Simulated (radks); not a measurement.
Values are calculated unless marked as measured or tabulated.
Valence configurations of Dy IV (all share [Xe]). Code: a radial shooting solver on a logarithmic mesh with Libxc functionals. Model: scalar-relativistic Kohn-Sham, PBEsol, spin-polarised, spherical densities, finite nucleus; open shells are filled with parallel spins first (spin-orbit coupling, left out, can overturn this in heavy ions); Fermi nuclear charge, rms radius 5.2218 fm. Energies are relative to 4f9; eigenvalues in eV for spin up.

| valence | E (eV) | moment (Bohr magnetons) | e(4f) | e(5d) | e(6p) | e(6s) |
|---|---|---|---|---|---|---|
| 4f9 | 0.000 | 5 | -36.335 | - | - | - |
| 4f7 6s2 | 34.020 | 7 | -59.344 | - | - | -28.041 |
| 4f7 6s1.5 6p0.5 | 36.857 | 8 | -59.899 | - | -22.152 | -28.759 |
| 4f8.5 5d0.5 | 4.151 | 6 | -40.080 | -26.293 | - | - |
| 4f8.5 6p0.5 | 8.356 | 6 | -42.256 | - | -19.231 | - |
| 4f7.5 5d1 6p0.5 | 20.591 | 8 | -50.366 | -30.080 | -19.991 | - |
| 4f8.5 6s0.5 | 5.456 | 6 | -41.653 | - | - | -24.669 |
| 4f8 6s1 | 12.586 | 7 | -47.259 | - | - | -26.167 |
| 4f8 6p1 | 18.649 | 7 | -48.447 | - | -20.745 | - |
| 4f7.5 6s1.5 | 22.312 | 7 | -53.178 | - | - | -27.139 |

NIST lists [Xe] 4f9 as the ground configuration; this level of theory agrees among the configurations tried. The energies are those of spherical high-spin densities, not of single terms.
